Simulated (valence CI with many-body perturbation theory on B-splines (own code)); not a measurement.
## Ladder of approximations for Ho XVIII

Computed by configuration interaction combined with many-body perturbation theory (CI+MBPT): four valence electrons over a frozen Dirac-Fock core [Kr] 4d10, radial functions for each j: 8 s, 8 p, 9 d, 9 f, 6 g, 3 h, 2 i, with the one-electron correlation potential Σ1, the two-electron term Σ2, the three-electron term Σ3, Breit, model QED; selected CI, second order for the rest (own B-spline code, finite nucleus).

No measured spectrum was set against this ion. As an estimate, terms of the open shell hold to a few per cent of their energy, and close levels can change places. Core correlation moves these levels by up to 3400 cm⁻¹, and in measured spectra 5 to 20 % of such shifts remained as error; rates that hang on mixing are uncertain with them. Only levels of the ground parity were solved; by the run's estimate the other parity begins above the list, which can be wrong where configurations are misplaced.

Each rung adds one term. CI alone is the Dirac-Coulomb CI over the frozen core; QED comes last and gives the full result, which names the levels. Energies are above 4f4 5I_4 on the same rung, in eV.

Names give the largest LS component (configuration and term), which can be under half, so a name can repeat, a term be missing and a line seem to break the LS rules; names also repeat where a configuration has a term twice. Letters in brackets count levels of one name in rising energy.

```
       Level  CI alone    + Σ1    + Σ2    + Σ3  + Breit    Full
    4f4 5I_5    0.6195  0.6519  0.7039  0.7067   0.6457  0.6493
    4f4 5I_6     1.256   1.317   1.412   1.416    1.292   1.298
    4f4 5I_7     1.886   1.972   2.098   2.100    1.915   1.924
    4f4 5I_8     2.501   2.606   2.756   2.754    2.511   2.522
    4f4 5F_1     3.304   3.347   3.215   3.269    3.259   3.263
    4f4 5F_2     3.376   3.409   3.256   3.305    3.306   3.308
    4f4 5F_3     3.771   3.831   3.721   3.772    3.719   3.724
4f4 5F_4 [a]     3.906   3.943   3.854   3.864    3.836   3.838
    4f4 5S_2     4.071   4.141   4.043   3.981    3.922   3.928
    4f4 3K_6     4.323   4.390   4.410   4.354    4.245   4.250
    4f4 5G_2     4.621   4.659   4.390   4.432    4.431   4.433
    4f4 5F_5     4.580   4.666   4.606   4.648    4.533   4.541
4f4 5F_4 [b]     4.566   4.643   4.605   4.617    4.541   4.547
    4f4 5G_3     4.720   4.766   4.584   4.621    4.605   4.607
    4f4 3K_7     4.733   4.806   4.791   4.751    4.612   4.618
    4f4 3K_8     5.220   5.301   5.264   5.237    5.063   5.070
4f4 3H_5 [a]     5.411   5.511   5.507   5.506    5.386   5.395
    4f4 5G_4     5.588   5.678   5.567   5.575    5.490   5.497
4f4 3G_3 [a]     5.716   5.806   5.756   5.793    5.716   5.723
```

(1) How does the ionisation energy move along the ladder, and which term matters most?

## Answers

(1) CI alone 387.95, + Σ1 390.97, + Σ2 397.85, + Σ3 397.88, + Breit 397.92, + QED 397.94 eV. The largest step is Σ2, 6.87 eV. NIST lists 408 ± 20 eV (theoretical).
